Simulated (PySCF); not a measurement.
Species: C₃H₅BO₂.
Bonds: C1–C2 (triple), C2–B3, B3–O4, B3–O5, O5–C6. Hydrogens: H7 on C1; H8 on O4; H9, H10, H11 on C6.

Jobs on this species (11 atoms, 44 electrons) with PySCF (density fitting). Hardware of each: an Arm Neoverse V1 with one thread, no GPU (shared host). Other jobs ran on the host; a repeat could differ by tens of per cent or more.

Question: Rank these jobs by wall time, shortest first.
A. PBE0-D3(BJ)/def2-SVP, grid level 1; geometry optimisation from a GFN2-xTB start; 109 basis functions
B. B3LYP/pcJ-1; spin–spin couplings from 9 perturbed nuclei, spin–dipole term for 1 of them; 212 basis functions
C. CAM-B3LYP/def2-SVPD; 10 singlets by full TDDFT, 4 Tamm–Dancoff triplets, polarisability, ΔSCF ions; 166 basis functions
D. PBE0/pcSseg-1; shieldings, charges and field gradients; 127 basis functions

Answer: D (8.9 s), B (20 s), A (39 s), C (2.2 min).

All jobs:

| level and settings | work | basis functions | SCF cycles | wall time |
| --- | --- | --- | --- | --- |
| PBE0/pcSseg-1 | shieldings, charges and field gradients | 127 | 14 | 8.9 s |
| B3LYP/pcJ-1 | spin–spin couplings from 9 perturbed nuclei, spin–dipole term for 1 of them | 212 | 14 | 20 s |
| B3LYP/pcSseg-2 | shieldings | 286 | 14 | 29 s |
| PBE0-D3(BJ)/def2-SVP, grid level 1 | geometry optimisation from a GFN2-xTB start | 109 | 72 | 39 s |
| CAM-B3LYP/def2-SVPD | 10 singlets by full TDDFT, 4 Tamm–Dancoff triplets, polarisability, ΔSCF ions | 166 | 13 | 2.2 min |

Question: What do all jobs in the table cost together?

Answer: About 3.8 min; the longest takes about 58 % of that, and about 15 times as long as the shortest.
